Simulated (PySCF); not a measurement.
C₈H₉O (doublet state).
SMILES with atom numbers: `[CH:1]1=[CH:2][CH2:3][C:4]2[O:5][CH2:6][CH2:7][C:8]2=[CH:9]1` (hydrogens: H10 on C1; H11 on C2; H12, H13 on C3; H14, H15 on C6; H16, H17 on C7; H18 on C9)

Structure used (GFN2-xTB), in Å, numbered top down from 1:
```xyz
18
C8H9O angstrom
C      2.087   -0.862   -0.178
C      2.303    0.425    0.190
C      1.201    1.383    0.524
C     -0.115    0.713    0.388
O     -1.273    1.380    0.641
C     -2.358    0.476    0.424
C     -1.765   -0.883   -0.001
C     -0.288   -0.589    0.015
C      0.796   -1.416   -0.279
H      2.934   -1.494   -0.404
H      3.307    0.816    0.257
H      1.247    2.268   -0.130
H      1.325    1.774    1.547
H     -3.004    0.908   -0.347
H     -2.927    0.409    1.356
H     -2.024   -1.677    0.700
H     -2.104   -1.182   -0.995
H      0.650   -2.442   -0.571
```

Computed, not measured: UKS B3LYP, pcH-1 on C H O, non-relativistic, mean-field spin-orbit, GIAO in PySCF. Isolated species at its GFN2-xTB geometry, gas phase. A GFN2-xTB geometry isn't a minimum of the functional, and hyperfine couplings can be far from their values at a DFT geometry. No stability test was run, so a lower SCF solution isn't excluded. ⟨S²⟩ is 0.780 where a pure state has 0.75.

Question: Predict the first-order ENDOR lines of C9, C2, C1, C8, C4, C3, H12/H13, H18, H11 and H10 under fast tumbling at B = 346.7 mT (X band).

Answer: ν± = |νn ± a/2|, one line for each electron-spin manifold; νn = |g_N| × 7.62259 MHz/T × B.

```
 nuclei  isotope     g_N  νn (MHz)  a_iso (MHz)  lower line (MHz)  upper line (MHz)
     C9      13C  1.4048      3.71        44.74             18.66             26.08
     C2      13C  1.4048      3.71        35.72             14.15             21.58
     C1      13C  1.4048      3.71       -35.28             13.93             21.35
     C8      13C  1.4048      3.71       -33.62             13.10             20.52
     C4      13C  1.4048      3.71        33.26             12.92             20.34
     C3      13C  1.4048      3.71       -32.54             12.56             19.98
H12/H13       1H  5.5857     14.76       139.03             54.75             84.28
    H18       1H  5.5857     14.76       -34.75              2.61             32.14
    H11       1H  5.5857     14.76       -26.37              1.57             27.95
    H10       1H  5.5857     14.76         9.10             10.21             19.31
```

The rows for 13C, of low natural abundance, apply to labelled samples.

Question: Which pairs are centred on the nuclear Larmor frequency, and which on half the coupling?

Answer: Centred on νn, since |a| < 2νn: H11 and H10. Centred on |a|/2 and split by 2νn: C9, C2, C1, C8, C4, C3, H12/H13 and H18.

Question: At what field would the lower line of C2 fall to zero frequency?

Answer: Where νn = |a|/2, that is B = 17.86 MHz/(1.4048 × 7.62259 MHz/T) = 1670 mT, as far as first order holds there.

Couplings of abundant isotopes left out: H16/H17 (-7.6 MHz) and H14/H15 (2.6 MHz).

Nuclei that the bonding pattern makes equivalent are averaged, as if the motion that swaps them (rotation, inversion, ring flip) were fast.

The SMILES draws the unpaired electron on C4; the largest computed Mulliken spin population is on C9 (0.54 against 0.34).
